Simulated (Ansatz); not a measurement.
```xyz
6

N    -0.409   -0.269    1.157
In    0.346    0.047   -0.669
F     0.033   -1.333   -1.998
Br    1.830    1.844   -1.380
H    -1.238   -0.848    1.175
H    -0.563    0.559    1.714
```

Charge 0, multiplicity 1. In takes the def2 core potential.

Q: List the PBE0/def2-TZVPP orbital energies in eV (Ansatz). (Best estimate.)

A: Computed: Occupied: -13150.22, -1705.12, -1535.66, -1535.61, -1535.60, -672.34, -391.71, -238.93, -179.29, -179.11, -179.09, -129.31, -85.82, -85.58, -85.49, -72.79, -72.74, -72.72, -72.57, -72.57, -31.03, -24.36, -22.82, -22.36, -22.29, -22.19, -21.80, -20.93, -13.92, -12.87, -11.00, -10.58, -10.53, -9.81, -8.86, -8.68, -8.14. Lowest empty: -2.19, -1.00, 0.47, 0.68, 1.90, 2.23, 2.63, 3.42.
